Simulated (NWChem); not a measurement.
System: SiP₂H₆; SMILES P[SiH2]P

```xyz
9

Si     0.0000     0.0000    -0.8195
P     -1.9727     0.0000     0.3323
P      1.9727     0.0000     0.3323
H      0.0000     1.2186    -1.7043
H      0.0000    -1.2186    -1.7043
H     -1.5403    -1.0441     1.2280
H     -1.5403     1.0441     1.2280
H      1.5403     1.0441     1.2280
H      1.5403    -1.0441     1.2280
```
Atoms are numbered in this order, from 1.

Results from NWChem. Pople sets run with spherical d functions. All runs use the structure optimised with PBE-D3(BJ)/def2-SVP. LC-ωPBE (HJS hole) with 6-31G*; x = 1 − exp(−ω/0.25 bohr⁻¹) is a scale chosen for this fit.

| row | x | −ε(HOMO) (eV) |
|---|---|---|
| ω = 0.15 | 0.451 | 8.02 |
| ω = 0.25 | 0.632 | 8.87 |
| ω = 0.40 | 0.798 | withheld |
| ω = 0.60 | 0.909 | 10.15 |
| ω = 0.80 | 0.959 | 10.35 |

Problem. Fit a straight line of the last column on the one before it, predict the withheld value, and compare with the run.

Solution. 
1. Means of the 4 shown rows: x = 0.7378, y = 9.348. Slope Σ(x − x̄)(y − ȳ)/Σ(x − x̄)² = 0.7904/0.1717 = 4.604; intercept 5.951.
2. The shown rows scatter about the line by 0.012 (root mean square); the largest residual is -0.02, at ω = 0.80.
3. At x = 0.798 (ω = 0.40; inside the shown range) the line gives 9.62.
4. The run gives 9.66, +0.04 from the line.
